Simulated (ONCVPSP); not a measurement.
# lutetium (Lu): one change to an ONCV potential, before and after

```json
{
 "Element": "Lu (Z = 71)",
 "Generator": "ONCVPSP 4.0.1",
 "Type": "optimised norm-conserving Vanderbilt (ONCV)",
 "Functional": "PBEsol",
 "Relativity": "scalar-relativistic",
 "Frozen core": "[Kr] 4d10",
 "Valence charge": "25",
 "Reference configuration": "4f14 5s2 5p6 5d1 6s1.75 6p0.25",
 "Partial waves": "5s+6s: rc 2.05 bohr, ncon 4, nbas 8, qcut 5 1/bohr, 2 projectors; 5p+6p: rc 2.10 bohr, ncon 4, nbas 7, qcut 6.4 1/bohr, 2 projectors; 5d: rc 3.40 bohr, ncon 4, nbas 9, qcut 5.2 1/bohr, 3 projectors, debl 2.5 Ha; 4f: rc 0.60 bohr, ncon 5, nbas 10, qcut 16.6 1/bohr, 2 projectors, debl 1 Ha",
 "Local potential": "polynomial inside 0.40 bohr (lpopt 2, dvloc0 -1 Ha)",
 "Core correction": "polynomial model core, fcfact 0.55"
}
```

Change: f: nproj 0; local potential the f channel.

Cutoffs: the cutoffs (Ha) at which the residual kinetic energy of the hardest occupied pseudo-wave falls to 1 and 0.1 mHa per electron; they do not see the model core or the augmentation charge, which bear on the density cutoff. Errors are all-electron minus pseudo energies relative to the spin-unpolarised reference configuration.

Task: What does the change do?

Result: The potential gets neither clearly harder nor softer (1213 Ha and 1410 Ha → 1213 Ha and 1410 Ha); both files keep a bound ghost (d, p, s); the lowest positive-energy flag moves from s at 32.6 eV to none; the errors of the 4 common tests hardly move; the range in which the s phases agree widens (upper end 0.9 → 4.3).

| quantity | base | changed |
| --- | --- | --- |
| cutoff, loose | 1213 Ha | 1213 Ha |
| cutoff, tight | 1410 Ha | 1410 Ha |
| bound ghosts | s, p, d | s, p, d |
| GHOST(+) flags under 300 eV | s at 32.6 eV | none |
| error for 4f14 5s2 5p6 5d1 6s2 6p0, meV [ΔE -0.84 eV] | +0.1 | +0.1 |
| error for 4f14 5s2 5p6 5d1 6s1 6p0, meV [ΔE 6.55 eV] | -1.7 | -1.7 |
| error for 4f14 5s2 5p6 5d1 6s0 6p0, meV [ΔE 19.77 eV] | -9.4 | -9.3 |
| error for 4f14 5s2 5p6 5d1.5 6s1.5 6p0, meV [ΔE 0.64 eV] | -0.2 | -0.2 |
| s: phases at 2.08 bohr within 0.05 rad from the reference energy up to (Ha; the scan ends near 5) | 0.9 | 4.3 |
| p: phases at 2.14 bohr within 0.05 rad from the reference energy up to (Ha; the scan ends near 5) | to the end of the scan | to the end of the scan |
| d: phases at 3.45 bohr within 0.05 rad from the reference energy up to (Ha; the scan ends near 5) | to the end of the scan | to the end of the scan |
| f: phases at 0.61 bohr within 0.05 rad from the reference energy up to (Ha; the scan ends near 5) | to the end of the scan | to the end of the scan |
| rms error of d²Exc/dni dnj with the model core, mHa | 1.56 | 1.56 |

 A true bound ghost makes a file unfit for plane-wave use even where its test errors are small: the radial tests pick states by their node count and pass the ghost by.
